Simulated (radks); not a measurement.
Spherical jellium clusters: N electrons in a uniform positive sphere of charge N and radius rs N^(1/3), rs = 2.45 bohr. Method: non-relativistic Kohn-Sham, LDA (Slater exchange, Perdew-Wang correlation), spin-polarised, spherical densities; computed with a radial shooting solver with Libxc functionals. Levels are named by radial order and angular momentum (1s, 1p, 1d, 2s, ...), and open shells are averaged over m.

N = 29, configuration 1s2 1p6 1d10 2s2 1f(up 7, down 2). This is the lowest configuration that the search found. Occupied and some empty levels:

| level | occupation | eigenvalue (eV) | <r> (bohr) |
|---|---|---|---|
| 1s up | 1 | -10.137 | 4.355 |
| 1s down | 1 | -9.8923 | 4.207 |
| 1p up | 3 | -8.2832 | 5.350 |
| 1p down | 3 | -7.9105 | 5.273 |
| 1d up | 5 | -6.1088 | 6.063 |
| 1d down | 5 | -5.6746 | 6.044 |
| 2s up | 1 | -5.4593 | 5.228 |
| 2s down | 1 | -5.1984 | 5.316 |
| 1f up | 7 | -3.6803 | 6.719 |
| 1f down | 2 | -3.2340 | 6.759 |
| 2p up | 0 | -2.8543 | 6.539 |
| 2p down | 0 | -2.6172 | 6.638 |
| 1g up | 0 | -1.1178 | 7.534 |
| 2d up | 0 | -0.74506 | 9.044 |
| 1g down | 0 | -0.71083 | 7.702 |
| 2d down | 0 | -0.56712 | 9.452 |

Energy (eV): total -30.1525, kinetic 124.63, external -3551.2, Hartree 1732.2, exchange-correlation -159.92, background 1824.2.

Electron density:

| r (bohr) | n(r) (e/bohr^3) |
|---|---|
| 0.248 | 0.02056 |
| 0.872 | 0.01931 |
| 1.50 | 0.01723 |
| 2.12 | 0.01524 |
| 2.74 | 0.01423 |
| 3.37 | 0.01454 |
| 3.99 | 0.01583 |
| 4.62 | 0.01716 |
| 5.24 | 0.01741 |
| 5.86 | 0.01583 |
| 6.49 | 0.01253 |
| 7.11 | 0.008497 |
| 7.74 | 0.004977 |
| 8.36 | 0.002630 |
| 8.98 | 0.001306 |
| 9.61 | 0.0006241 |
| 10.2 | 0.0002910 |
| 10.8 | 0.0001342 |
| 11.5 | 0.00006064 |
| 12.1 | 0.00002761 |
